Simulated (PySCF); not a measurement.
C2H5O2, SMILES C(=[OH+])OC, charge +1.

The structure is a stationary point at B3LYP-D3(BJ)/def2-SVP. The isomer is the one that the SMILES or the coordinates give; other isomers of the formula were not compared. One conformer was computed; it need not be the lowest.

Computed with B3LYP-D3(BJ)/def2-SVP (PySCF 2.14.0).

Harmonic, unscaled wavenumbers; measured fundamentals usually lie a few per cent lower.

| mode | ν (cm⁻¹) | IR (km/mol) | Raman (Å⁴/amu) | depolarisation | moving atoms (share of kinetic energy) |
|---|---|---|---|---|---|
| 1 | 103 | 0.0 | 0.2 | 0.75 | H 93 % |
| 2 | 253 | 2.0 | 1.0 | 0.35 | O 42 %, C 35 %, H 24 % |
| 3 | 330 | 0.2 | 2.9 | 0.75 | H 53 %, O 28 %, C 19 % |
| 4 | 690 | 170.3 | 0.2 | 0.75 | H 66 %, O 19 %, C 15 % |
| 5 | 696 | 55.7 | 3.0 | 0.74 | O 41 %, H 31 %, C 28 % |
| 6 | 849 | 43.2 | 5.7 | 0.19 | C 52 %, O 39 %, H 9 % |
| 7 | 1059 | 5.6 | 0.8 | 0.75 | H 67 %, C 29 % |
| 8 | 1120 | 131.9 | 3.9 | 0.65 | H 71 %, O 25 % |
| 9 | 1151 | 4.0 | 1.5 | 0.75 | H 78 %, C 18 % |
| 10 | 1193 | 14.4 | 0.9 | 0.35 | H 68 %, C 18 %, O 15 % |
| 11 | 1390 | 46.9 | 5.2 | 0.75 | H 85 %, O 11 % |
| 12 | 1407 | 77.4 | 7.2 | 0.14 | H 42 %, C 34 %, O 24 % |
| 13 | 1443 | 21.9 | 8.0 | 0.71 | H 87 % |
| 14 | 1445 | 27.9 | 2.1 | 0.52 | H 69 %, O 16 %, C 14 % |
| 15 | 1472 | 28.1 | 12.3 | 0.75 | H 97 % |
| 16 | 1709 | 468.2 | 0.8 | 0.13 | C 65 %, O 28 % |
| 17 | 3057 | 1.1 | 101.5 | 0.02 | H 98 % |
| 18 | 3175 | 0.5 | 33.2 | 0.75 | H 90 %, C 10 % |
| 19 | 3202 | 19.2 | 77.7 | 0.25 | H 91 %, C 9 % |
| 20 | 3219 | 10.5 | 56.3 | 0.57 | H 90 %, C 10 % |
| 21 | 3676 | 183.8 | 35.7 | 0.23 | H 94 % |
